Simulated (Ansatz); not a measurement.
`O=CBBr` and `COBC=O` differ in one atom or group.

Ansatz, PBE0-D4/def2-TZVP geometries, multiplicity 1. Each molecule was computed in one conformer, which needn't be the lowest.

Scalar relativity is left out up to krypton.

```tsv
property	`O=CBBr`
HOMO energy (ωB97M-V/def2-TZVPP) / eV	-9.80
LUMO energy (PBE0/def2-TZVPP) / eV	-2.56
HOMO–LUMO gap (ωB97M-V/def2-TZVPP) / eV	9.34
ideal-gas entropy at 298 K and 1 bar (rigid rotor, harmonic PBE0-D4/def2-TZVP) / J/(mol·K)	314
HOMO–LUMO gap (B3LYP/def2-TZVPP) / eV	4.47
size of the dipole moment (B3LYP/def2-TZVPP) / D	2.11
```

(1) Give the same properties after the change, and the shifts. (Best estimate.)

Answers

(1) Ansatz gave: 
| property | `COBC=O` | shift |
| --- | --- | --- |
| HOMO energy (ωB97M-V/def2-TZVPP) / eV | -9.34 | 0.46 |
| LUMO energy (PBE0/def2-TZVPP) / eV | -2.12 | 0.44 |
| HOMO–LUMO gap (ωB97M-V/def2-TZVPP) / eV | 9.43 | 0.09 |
| ideal-gas entropy at 298 K and 1 bar (rigid rotor, harmonic PBE0-D4/def2-TZVP) / J/(mol·K) | 328 | 14 |
| HOMO–LUMO gap (B3LYP/def2-TZVPP) / eV | 4.37 | -0.10 |
| size of the dipole moment (B3LYP/def2-TZVPP) / D | 4.00 | 1.89 |

With PBE0 the HOMO rises by 0.50 eV and the LUMO rises by 0.44 eV, so the gap narrows by about 0.06 eV. PBE moves the HOMO by 0.58 eV and ωB97M-V by 0.46 eV. The zero-point energy changes by 113.0 kJ/mol with +12 modes. Dipoles are sizes alone; their direction can turn. Modes under 60 cm⁻¹, often nearly free rotors, make the harmonic entropy too high.

B3LYP here is the variant with VWN-RPA as its local correlation; programs differ in this.

Spin–orbit coupling is left out; it splits and shifts lone-pair levels of the heavy atoms by tenths of an eV.
